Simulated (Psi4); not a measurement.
C₃H₇O (SMILES [CH2]C(C)O), doublet, at a GFN2-xTB geometry; MP2/STO-3G (Psi4).

Here is a job for Psi4.
```
memory 2 GB

molecule mol {
0 2
C     1.268255   -0.686968    0.054276
C     0.070854    0.067688   -0.355768
C    -1.220381   -0.705141    0.015714
O     0.035776    1.377536    0.162533
H     1.923796   -0.307139    0.812966
H     1.476189   -1.640382   -0.387285
H     0.061400    0.203094   -1.449141
H    -2.088076   -0.127157   -0.291308
H    -1.262361   -0.863778    1.091595
H    -1.234941   -1.668954   -0.483606
H     0.125418    1.330557    1.121190
}

set {
  basis sto-3g
  reference uhf
  freeze_core true
  mp2_type conv
  scf_type pk
  puream true
  d_convergence 1e-8
}

energy('mp2')
print_variables()
```

Task: Write the output that Psi4 gives for this input, abridged.

Result: 
```
   => Loading Basis Set <=

    Name: STO-3G
    Role: ORBITAL
    Keyword: BASIS

         ---------------------------------------------------------
                                   SCF
               by Justin Turney, Rob Parrish, Andy Simmonett
                          and Daniel G. A. Smith
                              UHF Reference
         ---------------------------------------------------------

  ==> Geometry <==

    Molecular point group: c1
    Full point group: C1

    Geometry (in Angstrom), charge = 0, multiplicity = 2:

       Center              X                  Y                   Z               Mass
    ------------   -----------------  -----------------  -----------------  -----------------
         C            1.251479616650    -0.738495915729     0.061252848884    12.000000000000
         C            0.054078616650     0.016160084271    -0.348791151116    12.000000000000
         C           -1.237156383350    -0.756668915729     0.022690848884    12.000000000000
         O            0.019000616650     1.326008084271     0.169509848884    15.994914619570
         H            1.907020616650    -0.358666915729     0.819942848884     1.007825032230
         H            1.459413616650    -1.691909915729    -0.380308151116     1.007825032230
         H            0.044624616650     0.151566084271    -1.442164151116     1.007825032230
         H           -2.104851383350    -0.178684915729    -0.284331151116     1.007825032230
         H           -1.279136383350    -0.915305915729     1.098571848884     1.007825032230
         H           -1.251716383350    -1.720481915729    -0.476629151116     1.007825032230
         H            0.108642616650     1.279029084271     1.128166848884     1.007825032230

  Running in c1 symmetry.

  Rotational constants: A =      0.29836  B =      0.28447  C =      0.16648 [cm^-1]
  Rotational constants: A =   8944.53048  B =   8528.33928  C =   4991.06235 [MHz]
  Nuclear repulsion =  127.005175876154709

  Charge       = 0
  Multiplicity = 2
  Electrons    = 33
  Nalpha       = 17
  Nbeta        = 16

  ==> Algorithm <==

  SCF Algorithm Type is PK.
  DIIS enabled.
  MOM disabled.
  Fractional occupation disabled.
  Guess Type is SAD.
  Energy threshold   = 1.00e-08
  Density threshold  = 1.00e-08
  Integral threshold = 1.00e-12

  ==> Primary Basis <==

  Basis Set: STO-3G
    Blend: STO-3G
    Number of shells: 19
    Number of basis functions: 27
    Number of Cartesian functions: 27
    Spherical Harmonics?: true
    Max angular momentum: 1

  ==> Integral Setup <==

  Using in-core PK algorithm.
   Calculation information:
      Number of atoms:                  11
      Number of AO shells:              19
      Number of primitives:             57
      Number of atomic orbitals:        27
      Number of basis functions:        27

      Integral cutoff                 1.00e-12
      Number of threads:                 1

  Performing in-core PK
  Using 143262 doubles for integral storage.
  We computed 17568 shell quartets total.
  Whereas there are 18145 unique shell quartets.

  ==> DiskJK: Disk-Based J/K Matrices <==

    J tasked:                  Yes
    K tasked:                  Yes
    wK tasked:                  No
    Schwarz Cutoff:          1E-12

  Minimum eigenvalue in the overlap matrix is 2.0874267993E-01.
  Reciprocal condition number of the overlap matrix is 8.4871901300E-02.
    Using symmetric orthogonalization.

  ==> Pre-Iterations <==

  SCF Guess: Superposition of Atomic Densities via on-the-fly atomic UHF (no occupation information).

   -------------------------
    Irrep   Nso     Nmo
   -------------------------
     A         27      27
   -------------------------
    Total      27      27
   -------------------------

  ==> Iterations <==

                        Total Energy        Delta E     RMS |[F,P]|

   @UHF iter SAD:  -186.73420598267313   -1.86734e+02   0.00000e+00
[...]
  @UHF Final Energy:  -190.06642727998502
    Total Energy =                       -190.0664272799850210
  DIE_IF_NOT_CONVERGED          => (empty)
[...]
  ORTH_TYPE                     => (empty)
  OS_SCALE                      => (empty)
  PARENT_SYMMETRY               => (empty)
  PCG_BETA_TYPE                 => (empty)
  PCG_CONVERGENCE               => (empty)
  PCG_MAXITER                   => (empty)
  PCM                           => (empty)
  PE                            => (empty)
  PRINT                         => (empty)
  PRINT_NOONS                   => (empty)
  PROPERTIES                    => (empty)
  PROPERTIES_ORIGIN             => (empty)
  PUREAM                        => TRUE            !
  QC_MODULE                     => (empty)
  RAS1                          => (empty)
  RAS2                          => (empty)
  RAS3                          => (empty)
  RAS4                          => (empty)
  RELATIVISTIC                  => (empty)
  RELAXED                       => (empty)
  REMP_A                        => (empty)
  RESTRICTED_DOCC               => (empty)
  RESTRICTED_UOCC               => (empty)
  RMS_MOGRAD_CONVERGENCE        => (empty)
  R_CONVERGENCE                 => (empty)
  SCF_TYPE                      => PK              !
  SCREENING                     => (empty)
  SCS_TYPE                      => (empty)
  SOCC                          => (empty)
  SOS_TYPE                      => (empty)
  SPIN_SCALE_TYPE               => NONE            !
  SS_SCALE                      => (empty)
  SYMMETRIZE                    => (empty)
  TPDM_ABCD_TYPE                => (empty)
  WFN                           => (empty)
  WFN_TYPE                      => OMP2            !
  WRITER_FILE_LABEL             => (empty)
  ZORA_BASIS_TOLERANCE          => (empty)
  ZORA_NR_DEBUG                 => (empty)
  ZORA_PRUNING_SCHEME           => (empty)
  ZORA_RADIAL_POINTS            => (empty)
  ZORA_SPHERICAL_POINTS         => (empty)

 ==============================================================================
 ==============================================================================
 ==============================================================================

                             MP2
                    Program Written by Ugur Bozkaya,
              Additional Contributions by J. P. Misiewicz

 ==============================================================================
 ==============================================================================
 ==============================================================================

	MO spaces per irreps...

	IRREP   FC   AOCC  BOCC  AVIR    BVIR  FV
	==========================================
	   A     4    13    12    10     11     0
	==========================================

	Computing MP2 energy using SCF MOs (Canonical MP2)...
	==============================================================================
	Nuclear Repulsion Energy (a.u.)    :   127.00517587615471
	SCF Energy (a.u.)                  :  -190.06642727998502
	REF Energy (a.u.)                  :  -190.06642727998502
	Alpha-Alpha Contribution (a.u.)    :    -0.00887842305327
	Alpha-Beta Contribution (a.u.)     :    -0.15120717570942
	Beta-Beta Contribution (a.u.)      :    -0.00905565844541
	Scaled_SS Correlation Energy (a.u.):    -0.00597802716623
	Scaled_OS Correlation Energy (a.u.):    -0.18144861085130
	SCS-MP2 Total Energy (a.u.)        :  -190.25385391800256
	SOS-MP2 Total Energy (a.u.)        :  -190.24787589083633
	SCSN-MP2 Total Energy (a.u.)       :  -190.09799126342270
	SCS-MP2-VDW Total Energy (a.u.)    :  -190.26893950564241
	SOS-PI-MP2 Total Energy (a.u.)     :  -190.27811732597820
	MP2 Correlation Energy (a.u.)      :    -0.16914125720810
	MP2 Total Energy (a.u.)            :  -190.23556853719313
	==============================================================================

  Variable Map:
  ----------------------------------------------------------------------------
[...]
  Array Variable Map:
  ----------------------------------------------------------------------------
[...]
[...]
```
